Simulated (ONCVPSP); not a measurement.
# cadmium, ONCV: configuration errors across variants

ONCVPSP 4.0.1 input, shortened (lines: element, Z, core and valence counts, functional; n l f; lmax; l rc ep ncon nbas qcut; lloc lpopt rc5 dvloc0; l nproj debl; icmod fcfact rcfact), PBE, fully relativistic:

```
  Cd 48.00    6    4        4      upf
    1    0    2.00
    2    0    2.00
    2    1    6.00
    3    0    2.00
    3    1    6.00
    3    2   10.00
    4    0    2.00
    4    1    6.00
    4    2   10.00
    5    0    1.00
    2
    0    1.40    0.00    3    6   10.80
    1    1.05    0.00    5    9    8.10
    2    1.05    0.00    4    8   16.70
    2    5    1.05    0.00
    0    3    3.60
    1    2    0.30
    2    0    0.30
    1    0.70    0.00
```

Open shells are filled in proportion to 2j + 1.

In the p channel the program set the typed energies aside and used -2.719, 0.250 Ha (j = l + 1/2; the other j can differ).

All-electron excitation energies from the reference (eV): (1) 4s2 4p6 4d10 5s2 -9.274; (2) 4s2 4p6 4d10 5s0 17.127; (3) 4s2 4p6 4d9 5s0 55.134; (4) 4s2 4p6 4d9 5s2 8.701.

4 further variants failed, have other tests or another functional or relativity, and are left out.

A true bound ghost makes a file unfit for plane-wave use even where its test errors are small: the radial tests pick states by their node count and pass the ghost by.

The file “base” misses its own reference levels by 0.4 eV. The file “d: qcut 21.3” misses its own reference levels by 0.4 eV. The file “core correction polynomial model core, fcfact 0.4” misses its own reference levels by 0.4 eV. The file “p: nproj 3” misses its own reference levels by 0.4 eV. The file “p: debl 3.25” misses its own reference levels by 0.4 eV. The file “p: ncon 3, nbas 7” misses its own reference levels by 0.4 eV. The file “s: qcut 13.7; p: qcut 10.3; d: qcut 21.2” misses its own reference levels by 0.4 eV. The file “core correction polynomial model core, fcfact 0.45” misses its own reference levels by 0.4 eV.

Errors AE − PS in meV (a dash: test not solved or not reliable):

| change | (1) | (2) | (3) | (4) | bound ghosts | GHOST(+) flags above zero |
| --- | --- | --- | --- | --- | --- | --- |
| base | -0.5 | -0.3 | +5.9 | +4.7 | none | s |
| d: qcut 21.3 | -0.5 | -0.2 | +7.2 | +5.9 | none | s |
| core correction polynomial model core, fcfact 0.4 | -0.5 | -0.3 | +5.9 | +4.7 | none | s |
| p: nproj 3 | -0.5 | -0.3 | +5.9 | +4.6 | p3/2, p1/2 | s, p3/2, p1/2 |
| p: debl 3.25 | -0.5 | -0.3 | +5.9 | +4.7 | none | s |
| p: ncon 3, nbas 7 | -0.5 | -0.3 | +6.1 | +4.6 | none | s |
| s: qcut 13.7; p: qcut 10.3; d: qcut 21.2 | -0.4 | 0.0 | +7.2 | +6.2 | none | s |
| core correction polynomial model core, fcfact 0.45 | -0.5 | -0.3 | +5.9 | +4.7 | none | s |

Give the same row for: d: nproj 1; local potential polynomial inside 0.85 bohr (lpopt 1, dvloc0 6 Ha).

-0.4, -0.1, +4.6, +2.0; bound ghosts: none; GHOST(+) flags above zero: s.
